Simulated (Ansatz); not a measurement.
One change: `N[SiH2][AlH][TeH]` becomes `N[SiH2][AlH][SiH2]S`.

Ansatz, PBE0-D4/def2-TZVP geometries, multiplicity 1. Each molecule was computed in one conformer, which needn't be the lowest.

Elements past krypton have def2 core potentials.

```tsv
property	`N[SiH2][AlH][TeH]`
size of the dipole moment (B3LYP/def2-TZVPP) / D	1.66
HOMO energy (PBE0/def2-TZVPP) / eV	-6.62
size of the dipole moment (ωB97M-V/def2-TZVPP) / D	1.80
HOMO–LUMO gap (PBE/def2-TZVPP) / eV	2.93
LUMO energy (PBE0/def2-TZVPP) / eV	-1.88
HOMO energy (ωB97M-V/def2-TZVPP) / eV	-8.64
```

(1) Give the same properties after the change, and the shifts. (Best estimate.)

Answers

(1) The calculation gave: 
```csv
property,`N[SiH2][AlH][SiH2]S`,shift
size of the dipole moment (B3LYP/def2-TZVPP) / D,1.24,-0.42
HOMO energy (PBE0/def2-TZVPP) / eV,-6.79,-0.17
size of the dipole moment (ωB97M-V/def2-TZVPP) / D,1.21,-0.59
HOMO–LUMO gap (PBE/def2-TZVPP) / eV,4.09,1.16
LUMO energy (PBE0/def2-TZVPP) / eV,-0.82,1.06
HOMO energy (ωB97M-V/def2-TZVPP) / eV,-8.75,-0.11
```

With PBE0 the HOMO falls by 0.17 eV and the LUMO rises by 1.06 eV, so the gap widens by about 1.23 eV. PBE moves the HOMO by -0.22 eV and ωB97M-V by -0.11 eV. Dipoles are sizes alone; their direction can turn.

B3LYP here is the variant with VWN-RPA as its local correlation; programs differ in this.

Spin–orbit coupling is left out; it splits and shifts lone-pair levels of the heavy atoms by tenths of an eV.
